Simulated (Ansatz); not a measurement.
Spectroscopic constants of LiMg-, closed-shell singlet (lowest of 2S+1 = 1, 3 at CCSD(T)/def2-TZVPP on PBE0 minima; our sources give no spin for the ground state, which may be another).

The constants come from a fifth-degree fit in 1/R (seven points, main isotopes). Runs in def2 and cc sets follow the lowest solution found near the PBE0 minimum. The singlet is held restricted. HF and MP2 rows in def2 and cc sets belong to the determinant that coupled cluster picked by its CCSD energy.

Correlated levels freeze the inner cores; with def2 sets outer-core shells near the valence are correlated too.

Run with Ansatz (a first-principles code) with Gaussian orbitals. 

```csv
level,r_e (Å),ω_e (cm⁻¹),ω_e x_e (cm⁻¹)
PBE/def2-TZVPP,3.470,139,2.2
B3LYP/def2-TZVPP,3.565,…,2.4
wB97X-V/def2-TZVPP,3.661,120,1.6
wB97M-V/def2-TZVPP,3.520,131,1.9
B2PLYP/def2-TZVPP,3.580,119,2.2
SCS-MP2/def2-TZVPP,3.674,113,1.6
CCSD/def2-QZVPP,3.512,124,2.7
CCSD(T)/def2-QZVPP,…,…,2.5
```

### Question
Fill in the missing entries.

### Answer

- CCSD(T)/def2-QZVPP, r_e (Å): 3.404
- CCSD(T)/def2-QZVPP, ω_e (cm⁻¹): 143
- B3LYP/def2-TZVPP, ω_e (cm⁻¹): 117

Doubts at one or more of the structures used: a restricted determinant that unrestricted orbitals would lower (B2PLYP/def2-TZVPP, SCS-MP2/def2-TZVPP, CCSD/def2-QZVPP, CCSD(T)/def2-QZVPP).
